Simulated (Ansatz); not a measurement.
GaH7O4Si, SMILES `[OH][Ga-]([OH])([OH])[OH+][SiH3]`. Total charge 0; spin multiplicity 1.

| atom | x (Å) | y (Å) | z (Å) |
| --- | --- | --- | --- |
| O1 | 0.648 | -1.448 | 0.838 |
| Ga2 | 0.918 | -0.471 | -0.652 |
| O3 | 0.040 | -0.911 | -2.173 |
| O4 | 2.438 | 0.467 | -0.735 |
| O5 | -0.636 | 0.856 | -0.223 |
| Si6 | -1.372 | 0.831 | 1.302 |
| H7 | 1.432 | -1.520 | 1.386 |
| H8 | -0.205 | -1.836 | -2.226 |
| H9 | 2.649 | 0.759 | -1.623 |
| H10 | -1.193 | 0.694 | -0.996 |
| H11 | -2.084 | -0.444 | 1.523 |
| H12 | -0.289 | 1.073 | 2.271 |
| H13 | -2.345 | 1.952 | 1.307 |

(1) List the harmonic frequencies (cm⁻¹, unscaled) at PBE0-D4/def2-TZVP in Ansatz. (An estimate is asked.)

(2) Is this a minimum?

(3) Give the ideal-gas thermochemistry at 298.15 K and 1 bar (rigid rotor, harmonic oscillator; point group C1, symmetry number 1).

## Answers

(1) Computed: 49, 54, 117, 132, 169, 180, 188, 221, 260, 268, 292, 351, 501, 632, 681, 700, 710, 717, 802, 816, 836, 849, 932, 951, 972, 1025, 2237, 2275, 2304, 3793, 3910, 3911, 3917.

(2) Yes, all 33 modes are real.

(3) Zero-point energy 213.8 kJ/mol; H(298) − E = 245.7 kJ/mol; entropy 434.7 J/(mol·K), of which translation 172.8, rotation 120.1, vibration 141.8; G(298) − E = 116.1 kJ/mol. Modes under 100 cm⁻¹ are hindered rotations or soft bends, so the harmonic entropy is rough.
